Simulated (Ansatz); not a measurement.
Co(NH2)2 (CoN2H4). Charge 0, multiplicity 2. Geometry PBE0-D4/def2-TZVP.

```
atom    x (Å)    y (Å)    z (Å)
 Co1  -0.0079   0.0013  -0.0124
  N2  -0.6139   1.5815   0.5598
  H3  -0.1828   2.4799   0.3892
  H4  -1.4502   1.7343   1.1070
  N5   0.6099  -1.5809  -0.5661
  H6   1.4568  -1.7351  -1.0963
  H7   0.1881  -2.4810  -0.3812
```

B3LYP takes the VWN-RPA correlation. At PBE-D4/def2-TZVP, r2SCAN-D4/def2-TZVP, B97M-V/def2-TZVP, B3LYP-D4/def2-TZVP and others the charge 0 doublet is spin-contaminated (final ⟨S²⟩ up to 1.63, 0.75 for a pure state). At PBE0-D4/def2-TZVP a quartet of charge 0 lies 0.71 eV below the doublet, each at its own geometry.

Question: Estimate the α-spin orbital energies around the gap (eV) in Ansatz with PBE-D4/def2-TZVP, r2SCAN-D4/def2-TZVP, B97M-V/def2-TZVP, B3LYP-D4/def2-TZVP, BHLYP-D4/def2-TZVP.

Answer: 
```json
{"orbital": "HOMO−9", "PBE-D4/def2-TZVP": "-11.57", "r2SCAN-D4/def2-TZVP": "-11.81", "B97M-V/def2-TZVP": "-11.89", "B3LYP-D4/def2-TZVP": "-12.76", "BHLYP-D4/def2-TZVP": "-14.50"}
{"orbital": "HOMO−8", "PBE-D4/def2-TZVP": "-11.46", "r2SCAN-D4/def2-TZVP": "-11.67", "B97M-V/def2-TZVP": "-11.75", "B3LYP-D4/def2-TZVP": "-12.58", "BHLYP-D4/def2-TZVP": "-14.37"}
{"orbital": "HOMO−7", "PBE-D4/def2-TZVP": "-10.38", "r2SCAN-D4/def2-TZVP": "-10.74", "B97M-V/def2-TZVP": "-10.81", "B3LYP-D4/def2-TZVP": "-11.82", "BHLYP-D4/def2-TZVP": "-14.08"}
{"orbital": "HOMO−6", "PBE-D4/def2-TZVP": "-8.26", "r2SCAN-D4/def2-TZVP": "-8.46", "B97M-V/def2-TZVP": "-8.59", "B3LYP-D4/def2-TZVP": "-9.33", "BHLYP-D4/def2-TZVP": "-12.46"}
{"orbital": "HOMO−5", "PBE-D4/def2-TZVP": "-7.18", "r2SCAN-D4/def2-TZVP": "-7.51", "B97M-V/def2-TZVP": "-7.38", "B3LYP-D4/def2-TZVP": "-8.63", "BHLYP-D4/def2-TZVP": "-11.22"}
{"orbital": "HOMO−4", "PBE-D4/def2-TZVP": "-5.88", "r2SCAN-D4/def2-TZVP": "-6.49", "B97M-V/def2-TZVP": "-6.39", "B3LYP-D4/def2-TZVP": "-7.88", "BHLYP-D4/def2-TZVP": "-10.87"}
{"orbital": "HOMO−3", "PBE-D4/def2-TZVP": "-5.80", "r2SCAN-D4/def2-TZVP": "-5.72", "B97M-V/def2-TZVP": "-5.75", "B3LYP-D4/def2-TZVP": "-7.42", "BHLYP-D4/def2-TZVP": "-10.74"}
{"orbital": "HOMO−2", "PBE-D4/def2-TZVP": "-5.02", "r2SCAN-D4/def2-TZVP": "-5.54", "B97M-V/def2-TZVP": "-5.72", "B3LYP-D4/def2-TZVP": "-7.27", "BHLYP-D4/def2-TZVP": "-10.66"}
{"orbital": "HOMO−1", "PBE-D4/def2-TZVP": "-4.99", "r2SCAN-D4/def2-TZVP": "-5.43", "B97M-V/def2-TZVP": "-5.70", "B3LYP-D4/def2-TZVP": "-6.41", "BHLYP-D4/def2-TZVP": "-7.78"}
{"orbital": "HOMO", "PBE-D4/def2-TZVP": "-4.80", "r2SCAN-D4/def2-TZVP": "-5.30", "B97M-V/def2-TZVP": "-5.32", "B3LYP-D4/def2-TZVP": "-6.38", "BHLYP-D4/def2-TZVP": "-7.74"}
{"orbital": "LUMO", "PBE-D4/def2-TZVP": "-3.83", "r2SCAN-D4/def2-TZVP": "-3.61", "B97M-V/def2-TZVP": "-3.61", "B3LYP-D4/def2-TZVP": "-2.82", "BHLYP-D4/def2-TZVP": "-0.80"}
{"orbital": "LUMO+1", "PBE-D4/def2-TZVP": "-0.34", "r2SCAN-D4/def2-TZVP": "0.19", "B97M-V/def2-TZVP": "-0.29", "B3LYP-D4/def2-TZVP": "0.11", "BHLYP-D4/def2-TZVP": "1.25"}
{"orbital": "LUMO+2", "PBE-D4/def2-TZVP": "0.78", "r2SCAN-D4/def2-TZVP": "1.75", "B97M-V/def2-TZVP": "1.12", "B3LYP-D4/def2-TZVP": "1.33", "BHLYP-D4/def2-TZVP": "2.41"}
{"orbital": "LUMO+3", "PBE-D4/def2-TZVP": "1.60", "r2SCAN-D4/def2-TZVP": "1.78", "B97M-V/def2-TZVP": "1.70", "B3LYP-D4/def2-TZVP": "2.18", "BHLYP-D4/def2-TZVP": "3.18"}
{"orbital": "LUMO+4", "PBE-D4/def2-TZVP": "2.31", "r2SCAN-D4/def2-TZVP": "3.36", "B97M-V/def2-TZVP": "2.74", "B3LYP-D4/def2-TZVP": "2.90", "BHLYP-D4/def2-TZVP": "3.94"}
{"orbital": "LUMO+5", "PBE-D4/def2-TZVP": "2.48", "r2SCAN-D4/def2-TZVP": "3.43", "B97M-V/def2-TZVP": "2.77", "B3LYP-D4/def2-TZVP": "2.99", "BHLYP-D4/def2-TZVP": "4.02"}
{"orbital": "β HOMO", "PBE-D4/def2-TZVP": "-4.28", "r2SCAN-D4/def2-TZVP": "-4.72", "B97M-V/def2-TZVP": "-4.69", "B3LYP-D4/def2-TZVP": "-6.03", "BHLYP-D4/def2-TZVP": "-7.80"}
{"orbital": "β LUMO", "PBE-D4/def2-TZVP": "-3.39", "r2SCAN-D4/def2-TZVP": "-2.61", "B97M-V/def2-TZVP": "-2.42", "B3LYP-D4/def2-TZVP": "-1.99", "BHLYP-D4/def2-TZVP": "-0.47"}
```
